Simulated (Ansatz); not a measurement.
Reaction (formal exchange of groups at a Ge–B bond): `[BH2][GeH]1[CH2][O]1` + `CF` → `F[CH2][GeH]1[CH2][O]1` + BH₃

Gas-phase electronic energies from Ansatz, PBE0-D4/def2-TZVP geometries. CBS: MP2 limit from def2 TZ/QZ plus the TZ coupled-cluster correction, frozen cores. This one scheme is used for every species. Functionals use def2-TZVPP. For Ge outer-core shells are correlated without core-valence functions, which leaves a few kJ/mol of doubt a bond. Scalar relativity is left out up to krypton. One conformer a species, not always the lowest.

`[BH2][GeH]1[CH2][O]1`:

Z-matrix (Å, degrees):
```
Ge
C 1 1.948
O 1 1.862 2 42.5
B 1 2.001 2 117.8 3 -94.7
H 1 1.529 2 113.2 3 91.8
H 2 1.090 1 118.9 3 107.9
H 2 1.092 1 115.7 3 -108.8
H 4 1.192 1 117.6 2 28.8
H 4 1.192 1 121.3 2 -147.2
```

`CF`:

Z-matrix (Å, degrees):
```
C
F 1 1.376
H 1 1.092 2 109.1
H 1 1.092 2 109.1 3 -120.0
H 1 1.092 2 109.1 3 120.0
```

`F[CH2][GeH]1[CH2][O]1`:

Z-matrix (Å, degrees):
```
C
Ge 1 1.965
F 1 1.383 2 110.7
H 1 1.093 2 110.4 3 -120.2
H 1 1.092 2 109.0 3 120.1
O 2 1.833 1 109.0 3 -166.8
C 2 1.899 1 120.4 3 -118.6
H 2 1.529 1 117.3 3 63.6
H 7 1.091 2 119.4 1 19.1
H 7 1.090 2 119.5 1 167.2
```

BH₃:

Cartesian coordinates in Å:
```
B 0.000 0.000 0.000
H 0.340 -1.073 -0.395
H -1.038 0.122 0.576
H 0.698 0.951 -0.181
```

(1) Is it downhill or uphill in electronic energy at CCSD(T)/CBS, and by how much? (An estimate is asked.)

(2) What do these levels give: PBE0-D4, r2SCAN0-D4, ωB97M-V, SCS-MP2/def2-TZVPP, SCS-MP2/def2-QZVPP, MP2/CBS(def2)? (An estimate is asked.)

(3) What do rigid-rotor, harmonic-oscillator terms from PBE0-D4/def2-TZVP frequencies (298.15 K, 1 bar) make of the CCSD(T)/CBS value? (Best estimate.)

Largest T1 diagnostic among the species: 0.018.

Answers

(1) Computed: Uphill: ΔE = +11.2 kcal/mol.

(2) Computed: PBE0-D4 12.5, r2SCAN0-D4 12.0, ωB97M-V 9.3, SCS-MP2/def2-TZVPP 9.1, SCS-MP2/def2-QZVPP 9.3, MP2/CBS(def2) 10.7 kcal/mol.

(3) Ansatz gave: ΔZPE = -2.2 kcal/mol, ΔH = +9.4 kcal/mol, ΔS = -5 J/(mol·K), ΔG = +9.7 kcal/mol. Modes under 50 cm⁻¹ make the entropy rough.

From PBE to PBE0 (25 % exact exchange), in def2-TZVPP and without D4, ΔE moves by −1.9 kcal/mol. Leaving LDA and LC-ωPBE aside and taking each functional with its dispersion term where it has one, the values, not all of them listed here, spread over 5.6 kcal/mol, from ωB97X-V to PBE-D4. LDA lies +0.8 kcal/mol from PBE without D4.
